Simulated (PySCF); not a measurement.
**Magnetisability: `CN(C)C[Si@@H](C)N`, C4H14N2Si**

Molfile (atoms numbered from 1):
```
C4H14N2Si
     RDKit          3D

 21 20  0  0  0  0  0  0  0  0999 V2000
   -1.7806   -0.1503    1.1795 C   0  0  0  0  0  0  0  0  0  0  0  0
   -1.2686    0.4709   -0.0208 N   0  0  0  0  0  0  0  0  0  0  0  0
   -2.3467    0.7440   -0.9497 C   0  0  0  0  0  0  0  0  0  0  0  0
   -0.2252   -0.3322   -0.6415 C   0  0  0  0  0  0  0  0  0  0  0  0
    1.3786   -0.3788    0.3901 Si  0  0  1  0  0  4  0  0  0  0  0  0
    2.8661   -0.8877   -0.6724 C   0  0  0  0  0  0  0  0  0  0  0  0
    1.6070    1.2551    0.8775 N   0  0  0  0  0  0  0  0  0  0  0  0
   -2.2249   -1.1412    0.9883 H   0  0  0  0  0  0  0  0  0  0  0  0
   -2.5458    0.4907    1.6175 H   0  0  0  0  0  0  0  0  0  0  0  0
   -0.9735   -0.2700    1.8985 H   0  0  0  0  0  0  0  0  0  0  0  0
   -1.9486    1.2652   -1.8192 H   0  0  0  0  0  0  0  0  0  0  0  0
   -3.0825    1.3883   -0.4680 H   0  0  0  0  0  0  0  0  0  0  0  0
   -2.8553   -0.1720   -1.2925 H   0  0  0  0  0  0  0  0  0  0  0  0
    0.0003    0.1269   -1.6059 H   0  0  0  0  0  0  0  0  0  0  0  0
   -0.5877   -1.3517   -0.8582 H   0  0  0  0  0  0  0  0  0  0  0  0
    1.2664   -1.3744    1.4824 H   0  0  0  0  0  0  0  0  0  0  0  0
    2.7483   -1.8904   -1.0699 H   0  0  0  0  0  0  0  0  0  0  0  0
    3.0079   -0.2128   -1.5101 H   0  0  0  0  0  0  0  0  0  0  0  0
    3.7787   -0.8769   -0.0860 H   0  0  0  0  0  0  0  0  0  0  0  0
    0.7885    1.7960    1.1060 H   0  0  0  0  0  0  0  0  0  0  0  0
    2.3886    1.5184    1.4541 H   0  0  0  0  0  0  0  0  0  0  0  0
  1  2  1  0
  2  3  1  0
  2  4  1  0
  4  5  1  0
  5  6  1  0
  5  7  1  0
  1  8  1  0
  1  9  1  0
  1 10  1  0
  3 11  1  0
  3 12  1  0
  3 13  1  0
  4 14  1  0
  4 15  1  0
  5 16  1  1
  6 17  1  0
  6 18  1  0
  6 19  1  0
  7 20  1  0
  7 21  1  0
M  END
```

Computed with PySCF 2.14.0, GIAO B97-2/pcSseg-1 magnetisability, rotational g tensor and spin-rotation constants, non-relativistic, gas phase. Geometry: GFN2-xTB.

(1) What are the magnetisability and the molar susceptibility?

(2) Split it along the inertial axes a, b, c into diamagnetic and paramagnetic parts about the centre of mass, with the quadrupole moment.

(3) And the rotational g tensor?

Results:

(1) Isotropic -1479 × 10⁻³⁰ J/T², or -89.1 × 10⁻⁶ cm³/mol; principal values -1510, -1493, -1434 × 10⁻³⁰ J/T², anisotropy 69 × 10⁻³⁰ J/T² (root of half the summed squared differences of the principal values). The susceptibility is in cgs units.

(2) 
| axis | χ (10⁻⁶ cm³/mol) | diamagnetic (10⁻⁶ cm³/mol) | paramagnetic (10⁻⁶ cm³/mol) | summed x² of all electrons (Å²) | quadrupole Θ (D Å) |
| --- | --- | --- | --- | --- | --- |
| a | -89.0 | -467.0 | 377.9 | 244.1 | +2.44 |
| b | -89.2 | -1228.0 | 1138.8 | 64.8 | +3.13 |
| c | -89.0 | -1310.5 | 1221.6 | 45.3 | -5.57 |

Anisotropies 2χaa − χbb − χcc = +0.1 and 2χbb − χaa − χcc = -0.5 × 10⁻⁶ cm³/mol. Θ is traceless in Buckingham's convention.

(3) 
| axis | rotational constant (GHz) | g | nuclear part | electronic part |
| --- | --- | --- | --- | --- |
| a | 3.7824 | -0.0100 | 0.6616 | -0.6716 |
| b | 1.1426 | -0.0031 | 0.6081 | -0.6113 |
| c | 1.0618 | -0.0005 | 0.6088 | -0.6093 |

Asymmetric top; isotopes 12C, 1H, 14N, 28Si; no vibrational averaging.
